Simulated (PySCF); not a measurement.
# Electron correlation in F⁻ (fluorine, charge -1)

[Ne], closed-shell 1S. Calculation: PySCF 2.14, in aug-cc-pwCVQZ (9s8p6d4f2g, 109 functions); the non-relativistic Hamiltonian (point nucleus). Frozen: 1s2; 8 electrons correlated.

MP2 pair energies summed by pair of shells (mhartree):

```
 pair   energy  share (%)
2p-2p  -222.45       69.4
2s-2p   -86.49       27.0
2s-2s   -11.59        3.6
```

Total MP2 correlation energy: -320.53 mhartree.

Same-spin part -81.74 and opposite-spin part -238.79 mhartree; SCS-MP2 scales them by 1/3 and 6/5 to -313.79 mhartree.
